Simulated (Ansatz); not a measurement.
Gas-phase reaction in SMILES: [AsH3] (AsH3) → [AsH2-] + H+
Geometries: B3LYP-D3(BJ)/def2-TZVP minima from Ansatz (a first-principles code).
Geometry of the first species:
SMILES: [AsH3]
```xyz
4

As     0.0003     0.0002     0.0708
H     -0.7759    -1.0063    -0.7723
H     -0.4876     1.1692    -0.7786
H      1.2523    -0.1682    -0.7839
```

Wanted: gas-phase deprotonation energy (electronic energy difference), in eV. Valence correlation only, unless marked. No spin-orbit coupling. Frozen are the shells of the preceding noble gas and the d and f shells that filled before the atom's block. Non-relativistic. Anions need diffuse functions: aug- sets have them; def2-D sets add few; the other sets have none. CBS marks a two-point X^-3 extrapolation of the correlation energy; Hartree-Fock from the larger set.

```
level                           program  gas-phase deprotonation energy (eV)
-----------------------  --------------  -----------------------------------
BHLYP-D3(BJ)/def2-TZVPD  Ansatz + dftd3                                16.08
MP2/STO-3G                       Ansatz                                21.61
MP2/def2-QZVPPD                  Ansatz                                15.81
```

**Question.** Predict the CCSD(T)/CBS(aug-cc-pVTZ,aug-cc-pVQZ) result (Ansatz).

**Answer.** 15.74 eV
